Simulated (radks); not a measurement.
Task: The mean radii <r> (bohr) of the occupied orbitals of an atom or ion are listed with their occupations. Method: Dirac Kohn-Sham, PBE, spin-unpolarised, spherical densities, finite nucleus; Fermi nuclear charge, rms radius of each element as measured or else 0.836 A^(1/3) + 0.57 fm; computed with a radial shooting solver on a logarithmic mesh with Libxc functionals.

| orbital | occ. | <r> |
|---|---|---|
| 1s1/2 | 2 | 0.03916 |
| 2s1/2 | 2 | 0.1722 |
| 2p1/2 | 2 | 0.1475 |
| 2p3/2 | 4 | 0.1516 |
| 3s1/2 | 2 | 0.4912 |
| 3p1/2 | 2 | 0.4903 |
| 3p3/2 | 4 | 0.5006 |
| 3d3/2 | 4 | 0.4931 |
| 3d5/2 | 6 | 0.4966 |
| 4p1/2 | 1.66667 | 1.392 |
| 4p3/2 | 3.33333 | 1.415 |
| 5p1/2 | 0.666667 | 3.238 |
| 5p3/2 | 1.33333 | 3.277 |

Name the element and its charge. Open shells, if any, are shared by 2j + 1.

Result: Z = 38, strontium, charge +3: Sr3+ in [Ar] 3d10 4p5 5p2. The 1s radius gives Z: for a bare nucleus <r> = (2 gamma + 1)/(2Z) with gamma = sqrt(1 - (Z/c)^2), 0.03844 bohr for Z = 38, and screening makes it slightly larger (0.03916 here). The occupations add up to 35, and the charge is Z minus that.
